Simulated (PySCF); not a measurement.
## Orbital energies and ionisation energy

Species: GeH2MeI, CH5GeI.
Cartesian coordinates in Å at the PBE0-D3(BJ)/def2-SVP level; atoms count from 1:
```
atom  x, y, z in Å
Ge1    0.5101   -0.6090    0.3725
H2     0.4907   -0.6774    1.9082
H3     1.9522   -0.7019   -0.1529
C4    -0.4322    0.9439   -0.3194
H5     0.0404    1.8642    0.0560
H6    -1.4818    0.9204    0.0044
H7    -0.3984    0.9436   -1.4175
I8    -0.6808   -2.6838   -0.4514
```

Level: B3LYP/def2-SVPD (PySCF). Frontier orbitals with their largest atomic shares (Löwdin; up to four atoms above 4 %):

```csv
orbital,ε (eV),main atoms
HOMO−3,-9.46,"C4 35 %, Ge1 30 %, H3 9 %, H2 8 %"
HOMO−2,-8.88,"I8 59 %, Ge1 23 %, C4 8 %"
HOMO−1,-7.16,?
HOMO,-7.15,?
LUMO,-1.17,"I8 44 %, Ge1 31 %, H2 8 %, H3 8 %"
LUMO+1,0.04,"Ge1 35 %, I8 21 %, C4 15 %, H5 6 %"
LUMO+2,0.28,"I8 25 %, Ge1 22 %, C4 14 %, H2 12 %"
```

**Question.** What vertical ionisation energy does ΔSCF give, and how far is −ε(HOMO) from it?

**Answer.** ΔSCF: 9.59 eV (925 kJ/mol; threshold wavelength 129 nm); ⟨S²⟩ of the doublet left behind is 0.753, against 0.75 for a pure doublet. −ε(HOMO) is 7.15 eV, 2.44 eV below it. In exact Kohn–Sham theory the two would be equal; B3LYP (global hybrid, 20 % exact exchange) falls short of its own ΔSCF value by 25 %.

**Question.** On which atoms does the HOMO lie?

**Answer.** HOMO: I8 87 %, Ge1 9 %; HOMO−1: I8 86 %, Ge1 8 %. These 2 orbitals lie within 0.02 eV of one another. The HOMO−2 lies 1.73 eV lower.

**Question.** What kinetic energy would electrons from this vertical process carry with He I light (21.218 eV)?

**Answer.** 21.22 − 9.59 = 11.63 eV.

**Question.** With α = 82.0 au, estimate the like-pair dispersion coefficient by London's formula C6 = (3/4)α²I.

**Answer.** I = 0.3523 Eh, so C6 ≈ 1780 au, a rough estimate.

**Question.** Shift the occupied levels rigidly so that −ε(HOMO) equals the ΔSCF value. What binding energies result?

**Answer.** The shift is +2.44 eV: HOMO 9.59, HOMO−1 9.60, HOMO−2 11.32, HOMO−3 11.90 eV. A rigid shift is only a rough guide to the deeper ionisations.

**Question.** What total energies stand behind the ΔSCF value?

**Answer.** E(N) = -2415.71434 Eh and E(N − 1) = -2415.36207 Eh at the same geometry, 0.35227 Eh apart.

Geometry: PBE0-D3(BJ)/def2-SVP; no solvent, vibrations or thermal averaging. Atoms past krypton carry effective core potentials; spin–orbit coupling is left out. The calculation is non-relativistic apart from the core potentials, for germanium too.

These values come from a run that also computed excited states and ΔSCF ions. The run took 29 s wall on one thread, x86-64 server, on a shared host.
